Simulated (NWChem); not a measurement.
Molecule: TiNH$_{2}$F$_{3}$; SMILES [F][Ti]([F])([NH2])[F]

```xyz
7

Ti    -0.0100     0.0009     0.0539
F      0.7792     1.3466     0.8354
F      0.1826    -1.5061     0.9053
F     -1.7159     0.3897    -0.0420
N      0.7099    -0.2095    -1.6513
H      0.9694     0.5550    -2.2696
H      0.8599    -1.1067    -2.1056
```
Atoms are numbered in this order, from 1.

Results from NWChem. Pople sets run with spherical d functions. Coordinates come from a B3LYP/6-31G* (spherical d) optimisation. GIAO values for the isolated, static molecule; σ is the absolute isotropic shielding, δ = σ(reference) − σ with the isolated reference molecule computed at the same levels (19F: trichlorofluoromethane, 1H: tetramethylsilane, 15N: ammonia).

```json
[
 {"level": "B3LYP/6-31G*", "σ Ti1 (ppm)": "-54.8", "δ F2 (rotor mean) (ppm)": "292.5", "δ N5 (ppm)": "202.7", "δ H6 (ppm)": "6.49", "δ H7 (ppm)": "6.59"},
 {"level": "Hartree-Fock/6-31G*", "σ Ti1 (ppm)": "(withheld)", "δ F2 (rotor mean) (ppm)": "(withheld)", "δ N5 (ppm)": "(withheld)", "δ H6 (ppm)": "(withheld)", "δ H7 (ppm)": "(withheld)"},
 {"level": "LDA (Slater exchange, VWN5)/pcSseg-1", "σ Ti1 (ppm)": "-337.2", "δ F2 (rotor mean) (ppm)": "301.8", "δ N5 (ppm)": "241.3", "δ H6 (ppm)": "7.29", "δ H7 (ppm)": "7.43"},
 {"level": "PBE0/pcSseg-1", "σ Ti1 (ppm)": "-211.5", "δ F2 (rotor mean) (ppm)": "296.5", "δ N5 (ppm)": "240.5", "δ H6 (ppm)": "7.54", "δ H7 (ppm)": "7.67"}
]
```

**Question.** Some entries are withheld; supply them.

**Answer.** 
- Hartree-Fock/6-31G*, σ Ti1 (ppm): 349.8
- Hartree-Fock/6-31G*, δ F2 (rotor mean) (ppm): 228.1
- Hartree-Fock/6-31G*, δ N5 (ppm): 199.0
- Hartree-Fock/6-31G*, δ H6 (ppm): 6.28
- Hartree-Fock/6-31G*, δ H7 (ppm): 6.39
